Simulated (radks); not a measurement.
The mean radii <r> (bohr) of the occupied orbitals of an atom or ion are listed with their occupations. All-electron calculation, scalar-relativistic Kohn-Sham, r2SCAN, spin-polarised, spherical densities, finite nucleus; meta-GGA in the generalised Kohn-Sham scheme; Fermi nuclear charge, rms radius of each element as measured or else 0.836 A^(1/3) + 0.57 fm. Program: a radial shooting solver on a logarithmic mesh with Libxc functionals.

| orbital | occ. | <r> |
|---|---|---|
| 1s up | 1 | 0.1084 |
| 2s up | 1 | 0.5277 |
| 2s down | 1 | 0.5335 |
| 2p up | 3 | 0.4787 |
| 2p down | 3 | 0.4844 |
| 3d up | 1 | 1.951 |

Name the element and its charge. Open shells, if any, are filled with parallel spins first.

Answer. Z = 14, silicon, charge +4: Si4+ in 1s1 2s2 2p6 3d1. The 1s radius gives Z: for a bare nucleus <r> = (2 gamma + 1)/(2Z) with gamma = sqrt(1 - (Z/c)^2), 0.1068 bohr for Z = 14, and screening makes it slightly larger (0.1084 here). The occupations add up to 10, and the charge is Z minus that.
